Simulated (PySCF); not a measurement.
Sb(OMe)(SiH3)2 (CH9OSbSi2), SMILES C[O][Sb]([SiH3])[SiH3].

Geometry optimised at PBE-D3(BJ)/def2-SVP. The def2 effective core potentials stand for the cores of Sb; spin–orbit coupling is left out. The values are those of a single conformer.

Method: PySCF with PBE-D3(BJ)/def2-SVP.

Frequencies are harmonic and unscaled.

Q: Estimate the vibrational spectrum. (The exact figures need the calculation; the answer reports its results.)

A: 
| mode | ν (cm⁻¹) | IR (km/mol) | moving atoms (share of kinetic energy) |
|---|---|---|---|
| 1 | 46 | 1.8 | H 38 %, C 28 %, Si 18 %, O 11 % |
| 2 | 72 | 0.2 | H 68 %, Si 14 %, Sb 8 % |
| 3 | 74 | 0.3 | Si 34 %, H 32 %, C 15 %, O 13 % |
| 4 | 86 | 0.6 | H 40 %, Si 38 %, C 14 % |
| 5 | 112 | 1.6 | H 56 %, O 27 %, Si 9 % |
| 6 | 123 | 1.3 | H 64 %, Si 25 % |
| 7 | 183 | 3.1 | H 75 %, O 21 % |
| 8 | 239 | 2.1 | C 37 %, H 27 %, O 25 % |
| 9 | 281 | 1.8 | Si 70 %, Sb 20 %, H 10 % |
| 10 | 295 | 0.6 | Si 69 %, Sb 21 %, H 9 % |
| 11 | 438 | 0.9 | H 87 %, Si 9 % |
| 12 | 450 | 9.8 | H 87 %, Si 10 % |
| 13 | 480 | 12.5 | H 83 %, Si 11 % |
| 14 | 493 | 31.2 | O 71 %, H 13 %, Sb 11 % |
| 15 | 506 | 0.7 | H 87 %, Si 11 % |
| 16 | 795 | 351.3 | H 92 %, Si 8 % |
| 17 | 831 | 225.6 | H 91 %, Si 9 % |
| 18 | 892 | 38.2 | H 97 % |
| 19 | 897 | 24.5 | H 97 % |
| 20 | 900 | 6.2 | H 97 % |
| 21 | 904 | 45.1 | H 97 % |
| 22 | 1078 | 166.1 | O 50 %, C 46 % |
| 23 | 1127 | 0.7 | H 76 %, C 19 % |
| 24 | 1142 | 3.8 | H 73 %, C 21 % |
| 25 | 1403 | 4.8 | H 96 % |
| 26 | 1407 | 9.7 | H 92 % |
| 27 | 1429 | 34.2 | H 93 % |
| 28 | 2136 | 65.1 | H 99 % |
| 29 | 2143 | 67.3 | H 99 % |
| 30 | 2156 | 79.3 | H 96 % |
| 31 | 2163 | 18.5 | H 96 % |
| 32 | 2167 | 114.2 | H 96 % |
| 33 | 2175 | 66.0 | H 96 % |
| 34 | 2863 | 96.7 | H 97 % |
| 35 | 2918 | 70.7 | H 91 %, C 9 % |
| 36 | 3002 | 28.3 | H 91 %, C 9 % |
